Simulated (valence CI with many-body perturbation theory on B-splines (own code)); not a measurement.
## Ladder of approximations for Ga8+

Calculated by relativistic CI+MBPT: five valence electrons over a frozen Dirac-Fock core [Ar], a basis of 7 s, 7 p, 8 d, 6 f, 4 g, 1 h functions for each j, with the one-electron correlation potential Σ1, the two-electron term Σ2, the three-electron term Σ3, Breit, model QED; selected CI, second order for the rest, scaled by the run's own slope (own B-spline code, finite nucleus).

No measured levels were compared; by estimate terms of the open shell hold to 2 to 4 % of their energy, and close levels can change places; different configurations can be misplaced against each other by 1,000 to 8,000 cm⁻¹. Among the levels kept, up to 410 cm⁻¹ of a level comes from second order outside the variational space, and about a tenth of that is noise between levels of different J, which matters for small intervals. The list stops below the first excitations out of the core. Only levels of the ground parity were solved; by the run's estimate the other parity begins above the list, which can be wrong where configurations are misplaced.

Each rung adds one term. CI alone is the Dirac-Coulomb CI over the frozen core; QED comes last and gives the full result, which names the levels. Energies are above 3d⁵ ⁶S_5/2 on the same rung, in cm⁻¹.

Names give the largest LS component (configuration and term), which can be under half, so a name can repeat, a term be missing and a line seem to break the LS rules; names also repeat where a configuration has a term twice. Letters in brackets count levels of one name in rising energy.

| Level | CI alone | Σ1 | Σ2 | Σ3 | Breit | QED | Full |
| --- | --- | --- | --- | --- | --- | --- | --- |
| 3d⁵ ⁴G_5/2 | 55933 | +329 | -1841 | -656 | +84 | +0.3 | 53849 |
| 3d⁵ ⁴G_11/2 | 56343 | +354 | -1808 | -654 | -381 | +2.2 | 53855 |
| 3d⁵ ⁴G_7/2 | 56210 | +349 | -1817 | -648 | -57 | +1.8 | 54038 |
| 3d⁵ ⁴G_9/2 | 56382 | +360 | -1788 | -650 | -221 | +2.9 | 54086 |
| 3d⁵ ⁴P_5/2 | 61417 | +306 | -1296 | -1116 | +235 | -7.3 | 59539 |
| 3d⁵ ⁴P_3/2 | 61977 | +340 | -1148 | -1135 | +194 | -3.7 | 60224 |
| 3d⁵ ⁴P_1/2 | 62605 | +377 | -856 | -1239 | +108 | +0.3 | 60995 |
| 3d⁵ ⁴D_7/2 | 68369 | +416 | -2947 | -278 | -78 | +1.9 | 65483 |
| 3d⁵ ⁴D_1/2 | 69034 | +461 | -2676 | -384 | +29 | +6.6 | 66471 |
| 3d⁵ ⁴D_5/2 | 69477 | +482 | -2318 | -523 | -174 | +11 | 66955 |
| 3d⁵ ⁴D_3/2 | 69446 | +485 | -2385 | -492 | -89 | +9.9 | 66975 |
| 3d⁵ ²I_11/2 | 81010 | +489 | -2095 | -1322 | -241 | +1.0 | 77842 |
| 3d⁵ ²I_13/2 | 81649 | +530 | -2042 | -1315 | -571 | +4.8 | 78255 |
| 3d⁵ ²D_5/2 [a] | 85926 | +446 | -2007 | -1643 | +240 | -5.8 | 82955 |
| 3d⁵ ²D_3/2 [a] | 88101 | +509 | -2103 | -1503 | +88 | +0.4 | 85092 |
| 3d⁵ ²F_7/2 [a] | 90790 | +548 | -2211 | -1533 | -49 | +0.6 | 87545 |
| 3d⁵ ⁴F_9/2 | 91499 | +547 | -2338 | -476 | -128 | +0.5 | 89104 |
| 3d⁵ ⁴F_5/2 | 91913 | +589 | -2116 | -679 | +19 | +4.8 | 89730 |
| 3d⁵ ⁴F_7/2 | 92210 | +619 | -1492 | -1017 | -120 | +8.5 | 90209 |

The middle columns are the shifts that each term adds.

(1) How does the ionisation energy move along the ladder, and which term matters most?

Results:

(1) CI alone 202.33, + Σ1 204.24, + Σ2 209.96, + Σ3 209.97, + Breit 210.00, + QED 210.01 eV. The largest step is Σ2, 5.72 eV. NIST lists 211 ± 2.2 eV (theoretical).
